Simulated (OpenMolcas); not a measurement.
## Rh4+ in a point-charge field

Rh4+ among 8 point charges of -1.2 e arranged as a cube (Oh), 2.1 Å from the ion.

- Program: OpenMolcas 26.06
- Method: SS-CASPT2, IPEA 0.25 Eh, imaginary shift 0.1 Eh (closed shells correlated: 4s 4p)
- Basis: ANO-RCC-VDZP [6s5p3d1f]
- Scalar Hamiltonian: DKH2, point nucleus
- Active space: 5 electrons in 5 orbitals (4d)
- State averaging: 2S+1 = 6 even, 1 root; 2S+1 = 4 even, 24 roots; 2S+1 = 2 even, 75 roots
- Spin-orbit coupling: state interaction with AMFI integrals over the reference wave functions

The lowest spin-free states (labels of O, the rotations of Oh), above the lowest:

```tsv
State	Degeneracy	E (cm-1)	Free-ion L (%)
6A1	1	0	S (100)
4T1	3	27150	G (84)
4T2	3	28090	G (99)
4E	2	28230	G (100)
4A1	1	28290	G (100)
4T2	3	33260	D (97)
4E	2	33480	D (100)
4T1	3	33670	P (84)
2T2	3	39850	I (81)
2A2	1	40500	I (89)
2T1	3	40550	I (92)
2T2	3	40920	I (94)
2E	2	41350	I (98)
2A1	1	41460	I (100)
2T2	3	43050	D (58)
2E	2	44200	D (86)
4A2	1	45300	F (100)
2T1	3	45830	F (84)
4T1	3	46190	F (100)
4T2	3	46670	F (96)
```

The lowest levels with spin-orbit coupling:

```json
{"E (cm-1)": "0", "Degeneracy": "4", "Label": "Γ8", "2S+1": "6", "g": ""}
{"E (cm-1)": "0", "Degeneracy": "2", "Label": "Γ7", "2S+1": "6", "g": "3.33 3.33 3.33"}
{"E (cm-1)": "26630", "Degeneracy": "4", "Label": "Γ8", "2S+1": "4", "g": ""}
{"E (cm-1)": "27000", "Degeneracy": "2", "Label": "Γ7", "2S+1": "4", "g": "2.39 2.39 2.39"}
{"E (cm-1)": "27020", "Degeneracy": "2", "Label": "Γ6", "2S+1": "4", "g": "2.14 2.14 2.14"}
{"E (cm-1)": "27070", "Degeneracy": "4", "Label": "Γ8", "2S+1": "4", "g": ""}
{"E (cm-1)": "27900", "Degeneracy": "2", "Label": "Γ7", "2S+1": "4", "g": "1.35 1.35 1.35"}
{"E (cm-1)": "27930", "Degeneracy": "2", "Label": "Γ6", "2S+1": "4", "g": "1.54 1.54 1.54"}
{"E (cm-1)": "27950", "Degeneracy": "4", "Label": "Γ8", "2S+1": "4", "g": ""}
{"E (cm-1)": "28040", "Degeneracy": "4", "Label": "Γ8", "2S+1": "4", "g": ""}
{"E (cm-1)": "28270", "Degeneracy": "4", "Label": "Γ8", "2S+1": "4", "g": ""}
{"E (cm-1)": "28270", "Degeneracy": "2", "Label": "Γ7", "2S+1": "4", "g": "1.00 1.00 1.00"}
{"E (cm-1)": "28300", "Degeneracy": "2", "Label": "Γ6", "2S+1": "4", "g": "3.29 3.29 3.29"}
{"E (cm-1)": "28440", "Degeneracy": "4", "Label": "Γ8", "2S+1": "4", "g": ""}
{"E (cm-1)": "31110", "Degeneracy": "2", "Label": "Γ7", "2S+1": "4", "g": "2.08 2.08 2.08"}
{"E (cm-1)": "31280", "Degeneracy": "4", "Label": "Γ8", "2S+1": "4", "g": ""}
{"E (cm-1)": "31670", "Degeneracy": "4", "Label": "Γ8", "2S+1": "4", "g": ""}
{"E (cm-1)": "32650", "Degeneracy": "2", "Label": "Γ6", "2S+1": "4", "g": "1.30 1.30 1.30"}
{"E (cm-1)": "32690", "Degeneracy": "2", "Label": "Γ7", "2S+1": "4", "g": "3.99 3.99 3.99"}
{"E (cm-1)": "33320", "Degeneracy": "4", "Label": "Γ8", "2S+1": "4", "g": ""}
```

Powder χT (cm3 K/mol): 4.36 at 2 K, 4.36 at 10 K, 4.36 at 50 K, 4.36 at 100 K, 4.36 at 200 K, 4.36 at 300 K. The effective moment at 300 K is 2.828 √(χT) = 5.91 μB.

The lowest level has 2S+1 = 6, for which the spin-only value is χT = S(S+1) / 2 = 4.375 cm3 K/mol (g = 2). The computed 4.364 at 300 K differs by -0.011, through a little spin-orbit mixing out of the ground term, against the free-electron g of 2.0023, which raises it.

Roots that are degenerate in the reference are averaged as groups; the widest CASPT2 spread within a group is 190 cm-1 (the 3-fold group of multiplicity 4 near 33700 cm-1 above the lowest state of its run). Shifts and gaps below about the spread of the groups concerned are not significant. Point charges give a weaker field than real ligands, and real ions of this kind are as a rule low spin; the high spin found here belongs to the model. Free-ion shares, where given, are those of the reference states; single-state CASPT2 does not remix them. Point charges carry no covalency, so the field is a model and not that of real ligands. No measured value stands beside these numbers.

The CASPT2 steps took 6.9 s on 1 thread of Arm Neoverse V1, with other jobs on the host; the integral step is not counted.
